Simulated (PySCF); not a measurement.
# How the method changes the constants of PmCl

State: septet, about 5.0 electrons in the 4f shell (Mulliken), real f orbitals that mix terms. Set-up: PySCF, spin-free X2C with a Gaussian nucleus, basis sets Pm x2c-SVPall, Cl x2c-SVPall. De refers to Pm (4f5 6s2) + Cl in their high-spin ground configurations, without counterpoise correction. The functionals are run spin-unrestricted. A positive dipole means Pm(−)Cl(+).

```
      Level  Re (Å)  ωe (cm⁻¹)  De (eV)  μ (D)
        UHF   2.654        287      n/a  -5.02
    UHF-MP2   2.538        321      n/a    n/a
UHF-SCS-MP2   2.561        314      n/a    n/a
        PBE   2.550        303     4.85  -4.18
     PBEsol   2.524        313     5.08  -4.05
     r²SCAN   2.563        304     5.15  -4.61
       PBE0   2.561        304     4.76  -4.55
        M06   2.566        304     4.27  -4.71
      ωB97X   2.584        300     4.32  -4.76
```

The bond length runs from 2.524 Å (PBEsol) to 2.654 Å (UHF). De spans 4.27 eV (M06, hybrid meta-GGA) to 5.15 eV (r²SCAN, meta-GGA).

Correlated steps freeze 23 core orbitals. These are scalar-relativistic numbers at best; spin–orbit coupling would shift them, the dissociation energy most. Counting both spins, an empty level lies below a filled one in some of these solutions, because spin and occupation are held. The state is the lowest single determinant that the PBE0 search found; with open d or f shells the true ground state can be another one.

The whole job (state search and all levels along the bond) took about 12 min on 2 threads of Arm Neoverse V2 (shared host), peak memory 4.3 GiB.
